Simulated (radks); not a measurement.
Values are calculated unless marked as measured or tabulated.
Trend from Sc3+ to Zn3+: ionisation energy by Delta-SCF between NIST ground configurations, and size. Code: a radial shooting solver on a logarithmic mesh with Libxc functionals. Model: Dirac Kohn-Sham, PBE, spin-unpolarised, spherical densities, point nucleus; open shells fill j = l - 1/2 first.

species,configuration,IE (eV),NIST (eV),kind,-e(HOMO) (eV),outermost,<r> outermost (bohr),r at 0.001 e/bohr^3 (bohr)
Sc3+,[Ar],73.700,73.489,exp.,64.415 (3p3/2),3p3/2,1.13,2.73
Ti3+,[Ar] 3d1,43.322,43.267,exp.,34.722 (3d3/2),3d3/2,1.26,2.78
V3+,[Ar] 3d2,45.914,46.709,exp.,36.989 (3d3/2),3d3/2,1.18,2.80
Cr3+,[Ar] 3d3,48.405,49.16,semi-emp.,39.157 (3d3/2),3d3/2,1.11,2.79
Mn3+,[Ar] 3d4,50.811,51.2,semi-emp.,41.242 (3d3/2),3d3/2,1.04,2.77
Fe3+,[Ar] 3d5,52.966,54.91,exp.,43.100 (3d5/2),3d5/2,0.991,2.75
Co3+,[Ar] 3d6,55.214,51.3,semi-emp.,45.037 (3d5/2),3d5/2,0.942,2.72
Ni3+,[Ar] 3d7,57.403,54.9,semi-emp.,46.919 (3d5/2),3d5/2,0.898,2.68
Cu3+,[Ar] 3d8,59.539,57.38,semi-emp.,48.753 (3d5/2),3d5/2,0.858,2.65
Zn3+,[Ar] 3d9,61.628,59.57,exp.,50.542 (3d5/2),3d5/2,0.822,2.62

Reference values: NIST Atomic Spectra Database (exp. = measured, semi-emp. = semi-empirical, theory = theoretical value adopted there). Spin polarisation and multiplet splitting are left out, so open shells lie too high by an amount that depends on their filling.

Beside tabulated values, note that spin-unpolarised runs miss the spin-polarisation part of the exchange energy of open shells.
